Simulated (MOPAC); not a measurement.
MOPAC input (PM3):

```
PM3 1SCF UHF MS=0.5 GEO-OK AUX(PRECISION=9) THREADS=1
C4H2ISe

I     1.94182100 1   -0.77938400 1   -0.31852600 1
C    -0.03911500 1   -0.13792700 1   -0.07075700 1
C    -0.36975800 1    1.02501400 1    0.50100900 1
Se   -2.19686900 1    1.35198200 1    0.59658000 1
C    -2.37778900 1   -0.32545100 1   -0.25286700 1
C    -1.17880300 1   -0.90766700 1   -0.50027000 1
H    -3.35675300 1   -0.71316900 1   -0.48443200 1
H    -1.07339700 1   -1.87070900 1   -0.98008500 1
```

From the output:

```
                                                       MOPAC v23.2.5 Linux

          FINAL HEAT OF FORMATION =        115.25262 KCAL/MOL =     482.21695 KJ/MOL

          COSMO AREA              =        148.81 SQUARE ANGSTROMS
          COSMO VOLUME            =        145.02 CUBIC ANGSTROMS

          IONIZATION POTENTIAL    =          9.218265 EV
          ALPHA SOMO LUMO (EV)    =         -9.316 -1.790
          BETA  SOMO LUMO (EV)    =         -9.218 -1.980
          NO. OF ALPHA ELECTRONS  =         16
          NO. OF BETA  ELECTRONS  =         15
          MOLECULAR WEIGHT        =        255.9243         POINT GROUP:  Cs

          MOLECULAR DIMENSIONS (Angstroms)

            Atom       Atom       Distance
            H     7    I     1     5.30158
            H     8   Se     4     3.59073
            C     3    H     7     0.00000

          SCF CALCULATIONS        =          1

   ATOM   CHEMICAL          X               Y               Z
  NUMBER   SYMBOL      (ANGSTROMS)     (ANGSTROMS)     (ANGSTROMS)

     1       I          1.94182100  *  -0.77938400  *  -0.31852600  *
     2       C         -0.03911500  *  -0.13792700  *  -0.07075700  *
     3       C         -0.36975800  *   1.02501400  *   0.50100900  *
     4      Se         -2.19686900  *   1.35198200  *   0.59658000  *
     5       C         -2.37778900  *  -0.32545100  *  -0.25286700  *
     6       C         -1.17880300  *  -0.90766700  *  -0.50027000  *
     7       H         -3.35675300  *  -0.71316900  *  -0.48443200  *
     8       H         -1.07339700  *  -1.87070900  *  -0.98008500  *

                             CARTESIAN COORDINATES

   1    I        1.941821000    -0.779384000    -0.318526000
   2    C       -0.039115000    -0.137927000    -0.070757000
   3    C       -0.369758000     1.025014000     0.501009000
   4   Se       -2.196869000     1.351982000     0.596580000
   5    C       -2.377789000    -0.325451000    -0.252867000
   6    C       -1.178803000    -0.907667000    -0.500270000
   7    H       -3.356753000    -0.713169000    -0.484432000
   8    H       -1.073397000    -1.870709000    -0.980085000

           Empirical Formula: C4 H2 I Se  =     8 atoms

      MOLECULAR POINT GROUP   :   Cs

          ALPHA EIGENVALUES
 -36.88080 -27.77912 -22.99384 -18.84233 -17.97163 -17.02608 -15.09642 -14.01029
 -13.99639 -13.58101 -12.03756 -11.23277 -10.77473 -10.06959  -9.50547  -9.31555
  -1.79007  -0.81438  -0.58046  -0.38914   1.17890   2.90056   3.40858   3.76125
   4.57449   4.84503

           BETA EIGENVALUES
 -36.72910 -27.32777 -22.72080 -18.66790 -17.51462 -16.67620 -14.77681 -14.07185
 -13.85049 -13.24543 -11.76195 -10.79135  -9.85706  -9.41396  -9.21827  -1.98040
  -1.45876  -0.75274  -0.03869   0.56778   1.36516   2.98821   3.41441   3.96969
   4.65808   5.02061

              NET ATOMIC CHARGES AND DIPOLE CONTRIBUTIONS

  ATOM NO.   TYPE          CHARGE      No. of ELECS.   s-Pop       p-Pop
    1          I           0.079037        6.9210     1.98827     4.93269
    2          C          -0.155496        4.1555     1.25576     2.89973
    3          C          -0.124423        4.1244     1.35411     2.77031
    4         Se           0.235372        5.7646     1.86932     3.89530
    5          C          -0.262060        4.2621     1.22480     3.03726
    6          C          -0.050707        4.0507     1.17365     2.87706
    7          H           0.146681        0.8533     0.85332
    8          H           0.131596        0.8684     0.86840
 DIPOLE           X         Y         Z       TOTAL
 POINT-CHG.    -1.260    -0.331    -0.214     1.320
 HYBRID         0.865    -1.061    -0.501     1.458
 SUM           -0.394    -1.393    -0.714     1.614

          ATOMIC ORBITAL ELECTRON POPULATIONS

     Atom    s        px        py        pz
    1  I   1.98827   1.06805   1.89318   1.97146
    2  C   1.25576   0.90620   0.96053   1.03300
    3  C   1.35411   0.83351   0.94162   0.99518
    4 Se   1.86932   0.95493   1.23868   1.70169
    5  C   1.22480   1.01492   0.96393   1.05841
    6  C   1.17365   0.90134   0.98672   0.98899
    7  H   0.85332
    8  H   0.86840

                    (SZ)    =    0.500000
                    (S**2)  =    1.136954

          ATOMIC ORBITAL SPIN POPULATIONS

    Atom   Total    s     px     py     pz
         Atomic
    1  I  0.1055  0.006  0.096  0.010 -0.007
    2  C -0.5912 -0.051 -0.083 -0.129 -0.329
    3  C  1.4951  0.229  0.395  0.401  0.470
    4 Se -0.0006  0.005 -0.045  0.034  0.005
    5  C -0.4313 -0.026 -0.033 -0.085 -0.287
    6  C  0.4161  0.035  0.050  0.092  0.238
    7  H  0.0314  0.031
    8  H -0.0250 -0.025

 **********************
 *                    *
 * JOB ENDED NORMALLY *
 *                    *
 **********************

 == MOPAC DONE ==
```

The geometry given is a B3LYP-D3(BJ)/def2-TZVP minimum.

The determinant is spin-contaminated: <S^2> is 1.14 against 0.75 for a pure state.
